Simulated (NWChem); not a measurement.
Everything below was run with NWChem. System: ClMg (+1), charge 1, spin multiplicity 1, at a geometry optimised with PBE/def2-SVP. The structure started from a generated list of species. Level: TDA-PBE0/aug-cc-pVDZ.

The NWChem input:

```
start mol
memory heap 200 mb stack 900 mb global 1100 mb
charge 1
geometry units angstroms nocenter noautoz
  Mg     0.000000     0.000000    -1.268760
  Cl     0.000000     0.000000     0.895595
  symmetry group C2v
end
basis spherical
  * library aug-cc-pvdz
end
dft
  xc pbe0
  semidirect memsize 60000000 filesize 0
  iterations 100
end
tddft
  cis
  nroots 8
  notriplet
  thresh 1e-4
end
task tddft energy
```

Part of the output:

```
             Northwest Computational Chemistry Package (NWChem) 7.3.0
             --------------------------------------------------------

                                NWChem Input Module
                                -------------------

 Scaling coordinates for geometry "geometry" by  1.889725989
 (inverse scale =  0.529177249)

 Turning off AUTOSYM since
 SYMMETRY directive was detected!

                             Geometry "geometry" -> ""
                             -------------------------

 Output coordinates in angstroms (scale by  1.889725989 to convert to a.u.)

  No.       Tag          Charge          X              Y              Z
 ---- ---------------- ---------- -------------- -------------- --------------
    1 Mg                  12.0000     0.00000000     0.00000000    -1.26876000
    2 Cl                  17.0000     0.00000000     0.00000000     0.89559500

 Effective nuclear repulsion energy (a.u.)      49.8772885206

            Nuclear Dipole moment (a.u.)
            ----------------------------
        X                 Y               Z
 ---------------- ---------------- ----------------
     0.0000000000     0.0000000000    -0.0000094486

      Symmetry information
      --------------------

 Group name             C2v
 Group number             16
 Group order               4
 No. of unique centers     2

      Symmetry unique atoms

     1    2


 Summary of "ao basis" -> "" (spherical)
 ------------------------------------------------------------------------------
       Tag                 Description            Shells   Functions and Types
 ---------------- ------------------------------  ------  ---------------------
 *                        aug-cc-pvdz                 on all atoms

                                 NWChem DFT Module
                                 -----------------

 Summary of "ao basis" -> "ao basis" (spherical)
 ------------------------------------------------------------------------------
       Tag                 Description            Shells   Functions and Types
 ---------------- ------------------------------  ------  ---------------------
 Mg                       aug-cc-pvdz               11       27   5s4p2d
 Cl                       aug-cc-pvdz               11       27   5s4p2d

 Summary of "ao basis" -> "ao basis" (spherical)
 ------------------------------------------------------------------------------
       Tag                 Description            Shells   Functions and Types
 ---------------- ------------------------------  ------  ---------------------
 Mg                       aug-cc-pvdz               11       27   5s4p2d
 Cl                       aug-cc-pvdz               11       27   5s4p2d

      Symmetry analysis of basis
      --------------------------

        a1         26
        a2          4
        b1         12
        b2         12

            General Information
            -------------------
          SCF calculation type: DFT
          Wavefunction type:  closed shell.
          No. of atoms     :     2
          No. of electrons :    28
           Alpha electrons :    14
            Beta electrons :    14
          Charge           :     1
          Spin multiplicity:     1
          Use of symmetry is: off; symmetry adaption is: on
          Maximum number of iterations: 100
          AO basis - number of functions:    54
                     number of shells:    22
          Convergence on energy requested:  1.00D-06
          Convergence on density requested:  1.00D-05
          Convergence on gradient requested:  5.00D-04

              XC Information
              --------------
                         PBE0 Method XC Functional
                     Hartree-Fock (Exact) Exchange  0.250
          PerdewBurkeErnzerhof Exchange Functional  0.750
            Perdew 1991 LDA Correlation Functional  1.000 local
           PerdewBurkeErnz. Correlation Functional  1.000 non-local

             Grid Information
             ----------------
          Grid used for XC integration:  medium
          Radial quadrature: Mura-Knowles
          Angular quadrature: Lebedev.
          Tag              B.-S. Rad. Rad. Pts. Rad. Cut. Ang. Pts.
          ---              ---------- --------- --------- ---------
          Mg                  1.50       88          17.0       590
          Cl                  1.00       88          14.0       590
          Grid pruning is: on
          Number of quadrature shells:   176
          Spatial weights used:  Erf1

          Convergence Information
          -----------------------
          Convergence aids based upon iterative change in
          total energy or number of iterations.
          Levelshifting, if invoked, occurs when the
          HOMO/LUMO gap drops below (HL_TOL):  1.00D-02
          DIIS, if invoked, will attempt to extrapolate
          using up to (NFOCK): 10 stored Fock matrices.

                    Damping( 0%)  Levelshifting(0.5)       DIIS
                  --------------- ------------------- ---------------
          dE  on:    start            ASAP                start
          dE off:    2 iters        100 iters           100 iters

      Screening Tolerance Information
      -------------------------------
          Density screening/tol_rho:  1.00D-10
          AO Gaussian exp screening on grid/accAOfunc:  14
          CD Gaussian exp screening on grid/accCDfunc:  20
          XC Gaussian exp screening on grid/accXCfunc:  20
          Schwarz screening/accCoul:  1.00D-08

      Superposition of Atomic Density Guess
      -------------------------------------
[...]
    5    1   13   16 a1       -0.506    -0.221     7.759
    6    1   14   17 a1       -0.506    -0.221     7.759
    7    1   13   17 a2       -0.506    -0.221     7.759
    8    1   12   16 b1       -0.560    -0.221     9.208
--------------------------------------------------------

  Entering Davidson iterations
  Restricted singlet excited states

  Iter   NTrls   NConv    DeltaV     DeltaE      Time
  ----  ------  ------  ---------  ---------  ---------
    1      8       0     0.14E+00   0.10+100        7.6
    2     16       0     0.13E-01   0.24E-01        7.8
    3     24       1     0.65E-02   0.54E-03        7.8
    4     31       6     0.22E-02   0.27E-03        7.5
    5     33       7     0.28E-03   0.92E-05        6.8
    6     34       8     0.48E-04   0.12E-06        6.6
  ----  ------  ------  ---------  ---------  ---------
  Convergence criterion met

  Ground state a1       -659.785123842993 a.u.

  ----------------------------------------------------------------------------
  Root   1 singlet b1             0.101509371 a.u.                2.7622 eV
  ----------------------------------------------------------------------------
     Transition Moments    X  0.31811   Y  0.00266   Z  0.00000
     Transition Moments   XX  0.00000  XY -0.00000  XZ -0.31025
     Transition Moments   YY -0.00000  YZ -0.00260  ZZ -0.00000
     Dipole Oscillator Strength                    0.0068486725
     Electric Quadrupole                           0.0000000005
     Magnetic Dipole                               0.0000000044
     Total Oscillator Strength                     0.0068486774

          sigma_e =   1.7490 Angstrom
          sigma_h =   1.1435 Angstrom
         |d_h->e| =   2.3949 Angstrom
            d_exc =   3.1780 Angstrom
            d_CD1 =   3.0004 Angstrom
            d_CD2 =   0.9487 Angstrom
            d_CD3 =   5.5729 Angstrom
     Pearson C.C. =   0.0007

     Occ.   13  b1  ---  Virt.   15  a1      -0.99865
  ----------------------------------------------------------------------------
  Root   2 singlet b2             0.101509372 a.u.                2.7622 eV
  ----------------------------------------------------------------------------
     Transition Moments    X -0.00266   Y  0.31813   Z -0.00000
     Transition Moments   XX  0.00000  XY  0.00000  XZ  0.00259
     Transition Moments   YY -0.00000  YZ -0.31036  ZZ  0.00000
     Dipole Oscillator Strength                    0.0068494415
     Electric Quadrupole                           0.0000000005
     Magnetic Dipole                               0.0000000044
     Total Oscillator Strength                     0.0068494464

          sigma_e =   1.7489 Angstrom
          sigma_h =   1.1435 Angstrom
         |d_h->e| =   2.3949 Angstrom
            d_exc =   3.1779 Angstrom
            d_CD1 =   3.0004 Angstrom
            d_CD2 =   0.9487 Angstrom
            d_CD3 =   5.5729 Angstrom
     Pearson C.C. =   0.0007

     Occ.   14  b2  ---  Virt.   15  a1      -0.99865
  ----------------------------------------------------------------------------
  Root   3 singlet a1             0.180793051 a.u.                4.9196 eV
  ----------------------------------------------------------------------------
     Transition Moments    X -0.00000   Y  0.00000   Z  1.21590
     Transition Moments   XX -0.11697  XY  0.00000  XZ  0.00000
     Transition Moments   YY -0.11697  YZ -0.00000  ZZ -2.09052
     Dipole Oscillator Strength                    0.1781918327
     Electric Quadrupole                           0.0000000409
     Magnetic Dipole                               0.0000000000
     Total Oscillator Strength                     0.1781918735

          sigma_e =   1.7966 Angstrom
          sigma_h =   1.2829 Angstrom
         |d_h->e| =   2.3109 Angstrom
            d_exc =   3.1913 Angstrom
            d_CD1 =   2.8247 Angstrom
            d_CD2 =   0.7712 Angstrom
            d_CD3 =   5.5022 Angstrom
     Pearson C.C. =   0.0064

     Occ.   12  a1  ---  Virt.   15  a1      -0.93808
     Occ.   13  b1  ---  Virt.   16  b1      -0.23209
     Occ.   13  b1  ---  Virt.   25  b1       0.06322
     Occ.   14  b2  ---  Virt.   17  b2      -0.23209
     Occ.   14  b2  ---  Virt.   26  b2      -0.06322
  ----------------------------------------------------------------------------
  Root   4 singlet a2             0.235456870 a.u.                6.4071 eV
  ----------------------------------------------------------------------------
     Transition Moments    X -0.00000   Y  0.00000   Z -0.00000
     Transition Moments   XX  0.00000  XY  0.69735  XZ -0.00000
     Transition Moments   YY -0.00000  YZ  0.00000  ZZ  0.00000
     Dipole Oscillator Strength                    0.0000000000
     Electric Quadrupole                           0.0000000338
     Magnetic Dipole                               0.0000000000
     Total Oscillator Strength                     0.0000000338

          sigma_e =   2.0530 Angstrom
          sigma_h =   1.1435 Angstrom
         |d_h->e| =   2.1246 Angstrom
            d_exc =   3.1652 Angstrom
            d_CD1 =   3.0340 Angstrom
            d_CD2 =   0.5263 Angstrom
            d_CD3 =   5.2897 Angstrom
     Pearson C.C. =   0.0038

     Occ.   13  b1  ---  Virt.   17  b2      -0.70494
     Occ.   14  b2  ---  Virt.   16  b1      -0.70494
  ----------------------------------------------------------------------------
  Root   5 singlet a1             0.235456880 a.u.                6.4071 eV
  ----------------------------------------------------------------------------
     Transition Moments    X -0.00000   Y -0.00000   Z -0.00000
     Transition Moments   XX  0.69735  XY -0.00000  XZ  0.00000
     Transition Moments   YY -0.69735  YZ  0.00000  ZZ  0.00000
     Dipole Oscillator Strength                    0.0000000000
     Electric Quadrupole                           0.0000000338
     Magnetic Dipole                               0.0000000000
     Total Oscillator Strength                     0.0000000338

          sigma_e =   2.0530 Angstrom
          sigma_h =   1.1435 Angstrom
         |d_h->e| =   2.1246 Angstrom
            d_exc =   3.1652 Angstrom
            d_CD1 =   3.0340 Angstrom
            d_CD2 =   0.5263 Angstrom
            d_CD3 =   5.2897 Angstrom
     Pearson C.C. =   0.0038

     Occ.   13  b1  ---  Virt.   16  b1      -0.70494
     Occ.   14  b2  ---  Virt.   17  b2       0.70494
  ----------------------------------------------------------------------------
  Root   6 singlet a2             0.235810544 a.u.                6.4167 eV
  ----------------------------------------------------------------------------
     Transition Moments    X  0.00000   Y  0.00000   Z  0.00000
     Transition Moments   XX -0.00000  XY -0.00000  XZ -0.00000
     Transition Moments   YY  0.00000  YZ -0.00000  ZZ  0.00000
     Dipole Oscillator Strength                    0.0000000000
     Electric Quadrupole                           0.0000000000
     Magnetic Dipole                               0.0000000000
     Total Oscillator Strength                     0.0000000000

          sigma_e =   2.0517 Angstrom
          sigma_h =   1.1435 Angstrom
         |d_h->e| =   2.1140 Angstrom
            d_exc =   3.1601 Angstrom
            d_CD1 =   3.0222 Angstrom
            d_CD2 =   0.5164 Angstrom
            d_CD3 =   5.2741 Angstrom
     Pearson C.C. =   0.0000

     Occ.   13  b1  ---  Virt.   17  b2       0.70481
     Occ.   14  b2  ---  Virt.   16  b1      -0.70481
  ----------------------------------------------------------------------------
  Root   7 singlet a1             0.270837642 a.u.                7.3699 eV
  ----------------------------------------------------------------------------
     Transition Moments    X -0.00000   Y  0.00000   Z  1.45894
     Transition Moments   XX -0.84247  XY  0.00000  XZ  0.00000
     Transition Moments   YY -0.84247  YZ -0.00000  ZZ -1.17854
     Dipole Oscillator Strength                    0.3843203939
     Electric Quadrupole                           0.0000000040
     Magnetic Dipole                               0.0000000000
     Total Oscillator Strength                     0.3843203979

          sigma_e =   2.0838 Angstrom
          sigma_h =   1.1653 Angstrom
         |d_h->e| =   2.5392 Angstrom
            d_exc =   3.4717 Angstrom
            d_CD1 =   3.4577 Angstrom
            d_CD2 =   0.9146 Angstrom
            d_CD3 =   6.0109 Angstrom
     Pearson C.C. =   0.0195

     Occ.   12  a1  ---  Virt.   15  a1      -0.29505
     Occ.   12  a1  ---  Virt.   18  a1       0.15326
     Occ.   12  a1  ---  Virt.   19  a1      -0.05739
     Occ.   12  a1  ---  Virt.   24  a1      -0.05783
     Occ.   12  a1  ---  Virt.   34  a1      -0.05927
     Occ.   13  b1  ---  Virt.   16  b1       0.64978
     Occ.   13  b1  ---  Virt.   25  b1       0.10617
     Occ.   14  b2  ---  Virt.   17  b2       0.64978
     Occ.   14  b2  ---  Virt.   26  b2      -0.10617
  ----------------------------------------------------------------------------
  Root   8 singlet b1             0.291629236 a.u.                7.9356 eV
  ----------------------------------------------------------------------------
     Transition Moments    X -0.56315   Y -0.00000   Z  0.00000
     Transition Moments   XX -0.00000  XY  0.00000  XZ  1.67964
     Transition Moments   YY -0.00000  YZ  0.00000  ZZ  0.00000
     Dipole Oscillator Strength                    0.0616575100
     Electric Quadrupole                           0.0000003726
     Magnetic Dipole                               0.0000000005
     Total Oscillator Strength                     0.0616578831

          sigma_e =   2.1106 Angstrom
          sigma_h =   1.2849 Angstrom
         |d_h->e| =   2.0358 Angstrom
            d_exc =   3.2029 Angstrom
            d_CD1 =   2.8615 Angstrom
            d_CD2 =   0.3380 Angstrom
            d_CD3 =   5.2388 Angstrom
     Pearson C.C. =  -0.0016

     Occ.   12  a1  ---  Virt.   16  b1      -0.95035
     Occ.   13  b1  ---  Virt.   18  a1      -0.29744

              Target root =      1
          Target symmetry = none
      Ground state energy =   -659.785123842993
        Excitation energy =      0.101509371071
     Excited state energy =   -659.683614471923

  stored tddft:energy   -659.68361447192262

 Task  times  cpu:       47.9s     wall:       47.9s

 Total times  cpu:       47.9s     wall:       47.9s
```
